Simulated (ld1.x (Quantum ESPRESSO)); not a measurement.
Scattering properties, TM semilocal potential for As

- Element: arsenic (As)
- Generator: ld1.x (Quantum ESPRESSO) 7.5
- Type: norm-conserving Troullier–Martins (semilocal form)
- Functional: LDA (PZ)
- Relativity: scalar-relativistic
- Frozen core: [Ar] 3d10
- Valence charge: 5
- Reference configuration: 4s2 4p3
- Partial waves: 4p (bound): rc 2.15 bohr; 4d channel at 0.25 Ry: rc 1.80 bohr; 4s (bound): rc 1.30 bohr
- Local potential: the s channel
- Core correction: a·sin(br)/r model core inside 0.60 bohr

The phase is arctan(r·u′/u) with u = r·R(r), unwrapped; energies in Ry, scanned from -3 to 5 Ry. A pole is an energy at which the radial function vanishes at the test radius. The pseudo phase is shifted by a multiple of π to meet the all-electron one at the reference energy, and phase errors are pseudo minus all-electron; the curves can meet again beyond the range given. Levels narrower than the energy grid can be missing from the lists of poles.

**Question.** For each channel, where are the poles, and over which energies does the pseudopotential scatter like the atom?

**Answer.**

```tsv
channel	radius (bohr)	reference energy (Ry)	poles, all-electron	poles, pseudo	unbroken range about the reference energy with phases within 0.05 rad	phase error 1 Ry above the reference energy (rad)
s	2.36	-1.08	0.09	0.07	below 2.3	-0.002
p	2.36	-0.39	1.39	1.34	below 3.5	-0.003
d	2.36	0.25	-2.98, 3.67	2.61	-2.8 to 0.9	-0.111
```

Phases in the s channel:

| E (Ry) | all-electron | pseudo |
| --- | --- | --- |
| -3.00 | 1.215 | 1.214 |
| -2.76 | 1.177 | 1.176 |
| -2.52 | 1.125 | 1.124 |
| -2.28 | 1.049 | 1.048 |
| -2.04 | 0.928 | 0.926 |
| -1.80 | 0.708 | 0.705 |
| -1.56 | 0.269 | 0.266 |
| -1.32 | -0.430 | -0.431 |
| -1.08 | -0.963 | -0.963 |
| -0.84 | -1.234 | -1.234 |
| -0.60 | -1.379 | -1.380 |
| -0.36 | -1.469 | -1.471 |
| -0.12 | -1.531 | -1.533 |
| 0.12 | -1.577 | -1.580 |
| 0.36 | -1.614 | -1.618 |
| 0.60 | -1.646 | -1.651 |
| 0.84 | -1.675 | -1.682 |
| 1.08 | -1.702 | -1.711 |
| 1.32 | -1.729 | -1.742 |
| 1.56 | -1.756 | -1.774 |
| 1.80 | -1.786 | -1.810 |
| 2.04 | -1.819 | -1.853 |
| 2.28 | -1.857 | -1.906 |
| 2.52 | -1.903 | -1.976 |
| 2.76 | -1.961 | -2.077 |
| 3.00 | -2.036 | -2.232 |
| 3.24 | -2.141 | -2.493 |
| 3.48 | -2.294 | -2.934 |
| 3.72 | -2.528 | -3.497 |
| 3.96 | -2.878 | -3.928 |
| 4.20 | -3.317 | -4.182 |
| 4.44 | -3.711 | -4.333 |
| 4.68 | -3.986 | -4.430 |
| 4.92 | -4.165 | -4.498 |
